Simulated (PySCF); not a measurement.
Computed IR spectrum (relative IR intensity) of a molecule C₄H₄Cl₂. The structure is a stationary point at PBE-D3(BJ)/def2-SVP. Other conformers were not sampled. Computed with PBE-D3(BJ)/def2-SVP (PySCF). Frequencies are harmonic and unscaled.

```csv
ν (cm⁻¹),relative intensity
230,4.0
347,3.2
520,16
535,2.1
916,100
1082,12
1116,18
1165,11
1228,62
1648,52
2988,22
2991,27
3055,18
```

Task: Which structure fits?
(A) ClC=C=CCCl
(B) ClC1=C(Cl)CC1
(C) CC=C=C(Cl)Cl
(D) C=C=C(Cl)CCl

Result: B, ClC1=C(Cl)CC1
